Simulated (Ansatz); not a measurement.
Basis-set extrapolation for CH7BOSSi, SMILES `CB[SiH](O)S` (PBE0-D4/def2-TZVP geometry, frozen core, Ansatz 0.2.0). Multiplicity 1, RHF reference.

|  | def2-TZVPP | def2-QZVPP |
| --- | --- | --- |
| HF | -828.081604 | -828.108477 |
| MP2 correlation | -0.836683 | -0.899398 |
| CCSD(T) correlation | -0.926012 | not run |

Energies in hartree. Use E(X) = E(∞) + A·exp(−7.88·√X) for Hartree–Fock and E(X) = E(∞) + B·X^(−2.97) for correlation, with X = 3 and 4, and add CCSD(T) minus MP2 of the smaller set to the MP2 limit.

What is the CCSD(T) energy at the basis-set limit?

HF limit: -828.108477 + (-0.026873) × 0.13774 = -828.11218. MP2 limit: -0.899398 + (-0.062715) × 0.74074 = -0.94585. Higher-order term: -0.926012 − (-0.836683) = -0.08933. Total: -829.14736 hartree, 87.7 kcal/mol below CCSD(T)/def2-TZVPP.
